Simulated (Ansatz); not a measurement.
```yaml
crystal:
  periodic: [false, false, false]
  atoms:
    - {symbol: N, position_ang: [-2.486187, -1.211592, 1.153855]}
    - {symbol: C, position_ang: [-1.604225, -0.538214, 0.843502]}
    - {symbol: Si, position_ang: [-0.192636, 0.537311, 0.375478]}
    - {symbol: C, position_ang: [1.108459, -0.213676, -0.671300]}
    - {symbol: S, position_ang: [0.046365, 0.987830, -1.629547]}
    - {symbol: H, position_ang: [0.079770, 1.510543, 1.444618]}
    - {symbol: H, position_ang: [1.001601, -1.241123, -1.004893]}
    - {symbol: H, position_ang: [2.138953, 0.111721, -0.567611]}
basis:
  gaussian: {orbitals: ANO-RCC-VTZP}
hamiltonian: {xc: {name: HF}}
correlation: {active_space: {window: {electrons: 3, orbitals: 2}}}
output: {forces: true}
```

```sh
$ ansatz run in.yaml --threads 2 --pin off --events-out ev --progress --plain --max-ram 4352MiB
```

Shortened log:

```
Functional definition: HF
1197 factors; integrals over basis functions are off by at most 1.1e-3 eV
mean field evaluation 1: about -22316.0346 eV, gradient 3.4e1 eV
mean field evaluation 2: about -22316.2195 eV, gradient 3.4e1 eV
mean field evaluation 4: about -22319.3725 eV, gradient 5.3e0 eV
mean field evaluation 8: about -22319.4715 eV, gradient 3.8e-1 eV
mean field -22319.47229288 eV, -820.2254780815 hartree, gradient 1.7e-6 eV, S^2 0.000000; 0 other end points of the search recorded, 0 dependent functions left out
reference -22319.47229288 eV, -820.2254780815 hartree; 26, 26 occupied and 174, 174 virtual orbitals, 1197 factors
Error: 3 electrons in 2 orbitals form no window around the highest filled level of the reference
```

(1) Something in this input is off. What?

Answers

(1) The active space doesn't fit the electrons. The run stopped with an error.
